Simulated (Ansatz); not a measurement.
Geometry optimisation, Ansatz 0.2.0, RHF/cc-pVDZ.

Input file:

```yaml
crystal:
  periodic: [false, false, false]
  atoms:
    - { symbol: Al, position_ang: [0.0, 0.0, 0.0] }
    - { symbol: Cl, position_ang: [0.0, 0.0, 2.23] }
    - { symbol: Cl, position_ang: [1.9312, 0.0, -1.115] }
    - { symbol: "N", position_ang: [-1.6627, 0.0, -0.96] }
    - { symbol: H, position_ang: [-2.3316, -0.8164, -0.8614] }
    - { symbol: H, position_ang: [-1.9118, 0.8164, -1.5886] }
basis:
  gaussian: { orbitals: cc-pVDZ }
hamiltonian:
  xc: hf
relax:
  f_tol: 0.02
  max_steps: 40
```

Run as:

```bash
$ ansatz run input.yaml --threads 1 --pin off --max-ram 2048MiB --backend cpu --events-out ev --progress --plain --runs-dir out
```

**Question.** Where does it end, and by what steps?

**Answer.** The run converged. After 5 steps the energy has fallen by 0.987 eV; H5 moved furthest, 0.76 Å.

| step | energy less start (eV) | largest force component (eV/Å) | accepted |
| --- | --- | --- | --- |
| 0 | 0.0000 | 2.340 | yes |
| 1 | -0.6880 | 1.101 | yes |
| 2 | -0.8488 | 0.612 | yes |
| 3 | -0.9478 | 0.530 | yes |
| 4 | -0.9859 | 0.094 | yes |
| 5 | -0.9871 | 0.008 | yes |

```xyz
6
Properties=species:S:1:pos:R:3
Al -0.045 0.000 -0.026
Cl -0.012 -0.348 2.057
Cl 1.775 0.348 -1.039
N -1.568 0.000 -0.905
H -2.466 -0.161 -0.491
H -1.658 0.162 -1.891
```

Whether the end is a true minimum wasn't checked by a vibrational analysis.

Run time: 13 s on 1 thread of Arm Neoverse V1, with other jobs on the host, peak memory 0.15 GiB.
